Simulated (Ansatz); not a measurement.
System: CuF, charge 0, multiplicity 3. The spin state was set by rule; other spins were not relaxed. SMILES of the parent species: [F][Cu]
Geometry from a B3LYP-D3(BJ)/def2-TZVP (Ansatz, a quantum-chemistry and plane-wave program) optimisation:
```xyz
2

Cu     0.0000     0.0000    -0.4180
F      0.0000     0.0000     1.3470
```
Charge 0, spin multiplicity 3.

Problem. Give the harmonic wavenumbers at B3LYP-D3(BJ)/def2-TZVP (Ansatz, finite differences of forces, unscaled).

Solution. 600 cm⁻¹. Zero-point energy 0.9 kcal/mol.

Problem. From these and the geometry, give the ideal-gas thermochemistry at 298.15 K and 1 atm (rigid rotor, harmonic oscillator).

Solution. Point group C∞v, rotational symmetry number 1. Rotational constants 11.09, 11.09 GHz. S(trans) 39.15, S(rot) 14.56, S(vib) 0.45, S(elec, spin only) 2.18, S 56.3 cal/(mol K). H(298) - H(0) 2.17 kcal/mol; G - E(el) -13.8 kcal/mol.
